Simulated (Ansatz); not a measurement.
Ansatz (a first-principles code) input (r2SCAN/def2-TZVP):

Ansatz 0.2 input:
```yaml
crystal:
  periodic: [false, false, false]
  atoms:
    - {symbol: In, position_ang: [-0.00000000, -0.00000000, -0.62875443]}
    - {symbol: Cl, position_ang: [0.00000000, 0.00000000, 1.81229218]}
basis:
  gaussian:
    orbitals: def2-TZVP
hamiltonian:
  xc: {name: r2SCAN}
relax: {f_tol: 0.003, max_steps: 100}
```

End of the output:

```
mean field evaluation 32: about -17700.1919 eV, gradient 2.1e-5 eV
mean field -17700.19186876 eV, -650.4700535561 hartree, gradient 2.1e-5 eV, S^2 0.000000; 0 other end points of the search recorded, 0 dependent functions left out
the calculation of the forces begins
reference -17700.19187971 eV, -650.4700539582 hartree; 19, 19 occupied and 68, 68 virtual orbitals, 644 factors
relax step   3: F+E_penalty+E_count = -17700.19186876 eV  Δ(F+E_penalty+E_count) = -1.763e-4 eV  max|allowed force component| = 6.432e-4 eV/Å  Δτ_max = 0.0029 Å  (32 SCF iters, accepted)
integrals: 0.02 GiB planned
644 factors; their error is unknown
mean field: 0.20 GiB planned
mean field -17700.19186876 eV, -650.4700535561 hartree, gradient 2.1e-5 eV, S^2 0.000000; 1 other end points of the search recorded, 0 dependent functions left out
the calculation of the forces begins
reference -17700.19187971 eV, -650.4700539582 hartree; 19, 19 occupied and 68, 68 virtual orbitals, 644 factors
Total energy: -17700.19187971 eV, -650.4700539582 hartree
Atom 0 at     0.000000    -0.000000    -0.614043 Å, force    -0.000000     0.000000    -0.000643 eV/Å
Atom 1 at    -0.000000     0.000000     1.797581 Å, force    -0.000000    -0.000000     0.000643 eV/Å
Dipole moment:     0.000000     0.000000    -0.694219 e Å
```
